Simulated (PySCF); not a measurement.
C3H7NOSi.
Bonds: O1–C2 (double), C2–N3, N3–Si4, Si4–C5, C5–C6, Si4–C6. Hydrogens: H7 on C2; H8 on N3; H9 on Si4; H10, H11 on C5; H12, H13 on C6.

Theory: core-valence-separated Tamm–Dancoff BHandHLYP/aug-pcX-1 (pcseg-1 on H, def2-SVPD on Si) in PySCF, non-relativistic, gas phase, PBE0-D3(BJ)/def2-SVP geometry. Absolute energies from this functional tend to lie a few eV below measured edges; no shift was applied.

Question: What does the C 1s absorption edge look like?

Answer: 
```tsv
E (eV)	f	core hole on	main final orbital	polarisation
284.58	0.0838	C2	LUMO+2 (31 %)	normal to the local trigonal plane
285.10	0.0502	C5/C6	spread (2 roots, f summed)	–
285.63	0.0397	C5/C6	spread (2 roots, f summed)	–
285.75	0.0398	C5/C6	spread (2 roots, f summed)	–
286.17	0.0052	C6	LUMO (61 %)	–
286.33	0.0024	C5	LUMO (33 %)	–
286.54	0.0064	C5	LUMO+1 (33 %)	–
286.60	0.0025	C6	spread	–
286.85	0.0008	C6	LUMO+3 (35 %)	–
286.94	0.0025	C5	LUMO+7 (48 %)	–
287.06	0.0067	C6	spread	–
287.14	0.0039	C5	LUMO+4 (32 %)	–
```

The first line with a tenth or more of the strongest one's intensity is at 284.58 eV (f = 0.084), with the hole on C2 (amide carbonyl carbon), polarised normal to the local trigonal plane: a 1s→π* resonance. It is also the strongest listed.

Question: What does the O 1s absorption edge look like?

Answer: 
| E (eV) | f | core hole on | main final orbital | polarisation |
| --- | --- | --- | --- | --- |
| 529.36 | 0.0436 | O1 | LUMO+2 (35 %) | normal to the local trigonal plane |
| 533.14 | 0.0054 | O1 | LUMO (45 %) | in the local trigonal plane |
| 533.80 | 0.0004 | O1 | LUMO (36 %) | – |
| 534.04 | 0.0048 | O1 | LUMO+4 (41 %) | in the local trigonal plane |
| 534.22 | 0.0011 | O1 | LUMO+5 (33 %) | in the local trigonal plane |
| 534.48 | 0.0013 | O1 | LUMO+3 (43 %) | mixed |
| 534.97 | 0.0007 | O1 | spread | – |

The first line with a tenth or more of the strongest one's intensity is at 529.36 eV (f = 0.044), with the hole on O1 (amide oxygen), polarised normal to the local trigonal plane: a 1s→π* resonance. It is also the strongest listed.

Question: List the nitrogen K-edge absorption lines.

Answer: 
```
E (eV)       f  core hole on  main final orbital
399.57  0.0216            N3       LUMO+2 (36 %)
399.93  0.0182            N3         LUMO (65 %)
401.30  0.0265            N3       LUMO+7 (32 %)
401.56  0.0066            N3       LUMO+1 (39 %)
402.21  0.0046            N3       LUMO+3 (31 %)
402.55  0.0037            N3              spread
402.75  0.0026            N3       LUMO+5 (55 %)
```

The first line with a tenth or more of the strongest one's intensity is at 399.57 eV (f = 0.022), with the hole on N3 (amide nitrogen). The strongest listed is at 401.30 eV (f = 0.026; N3).

Roots within 0.03 eV whose holes lie on the same, on equivalent or on shared atoms are summed into one line, and the highest roots are left out, as the search may have cut off their partners. Final orbitals are the ground state's empty Kohn–Sham orbitals. A dash: too weak, shared between unlike atoms, or no plane or axis to refer to.

Question: What is the summed oscillator strength of the listed C K lines, and their intensity-weighted mean energy?

Answer: Σf = 0.244 over 12 lines from 284.58 to 287.14 eV; the weighted mean is 285.31 eV. The strongest line holds 34 % of the sum.

Only the lowest roots of each edge were sought.

Shape of the structure used: `[O:1]=[CH:2][NH:3][SiH:4]1[CH2:5][CH2:6]1`: O1–C2–N3–Si4 1°, C2–N3–Si4–C5 -151°.

One conformer stands for the species.
